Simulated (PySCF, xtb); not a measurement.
boroxine (B3H3O3), SMILES B1OBOBO1.

Harmonic wavenumbers (cm⁻¹) from GFN2-xTB run with xtb at its own minimum, in rising order: 224, 224, 433, 521, 521, 775, 796, 796, 802, 947, 947, 953, 1008, 1041, 1138, 1138, 1282, 1282, 2647, 2647, 2651.

**Question.** What does PBE0-D3(BJ)/def2-SVP in PySCF give at its own minimum? (An estimate is asked for; the answer gives what the named calculation found.)

**Answer.** 211, 211, 395, 538, 538, 819, 919, 919, 921, 1005, 1005, 1016, 1119, 1212, 1243, 1243, 1449, 1449, 2689, 2689, 2704. Paired by order, the mean absolute difference is 78 cm⁻¹ and the zero-point energies are 32.6 and 34.7 kcal/mol.
